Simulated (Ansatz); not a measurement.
F2Si (SMILES F[Si]F, charge +1) moved off its minimum; all values from Ansatz (an electronic-structure program), cores frozen in correlated methods. Open shells are unrestricted.
(charge 1, multiplicity 2)
```xyz
3

F     -1.30126    -0.42080     0.02493
Si    -0.01998     0.47512     0.01798
F      1.32178    -0.27382    -0.01678
```

| level | largest force (eV/Å) | on atom | rms difference from CCSD(T)/cc-pV(T+d)Z (eV/Å) | dipole (D) |
|---|---|---|---|---|
| HF/def2-TZVPP | 2.62 | F1 | 0.797 | - |
| PBE/def2-TZVPP | 0.91 | Si2 | 0.546 | - |
| r2SCAN/def2-TZVPP | 1.27 | Si2 | 0.091 | - |
| B3LYP/def2-TZVPP | 1.15 | Si2 | 0.188 | - |
| wB97M-V/def2-TZVPP | 1.20 | Si2 | 0.149 | - |
| MP2/cc-pV(T+d)Z | 1.39 | Si2 | 0.026 | - |
| CCSD(T)/cc-pV(T+d)Z | 1.41 | Si2 | 0.000 | - |

The differences count from one level among others, with limits of its own. Forces at CCSD(T)/cc-pV(T+d)Z (eV/Å):

```csv
atom,Fx,Fy,Fz
F1,0.887,0.868,-0.001
Si2,-0.850,-1.125,-0.004
F3,-0.037,0.257,0.005
```
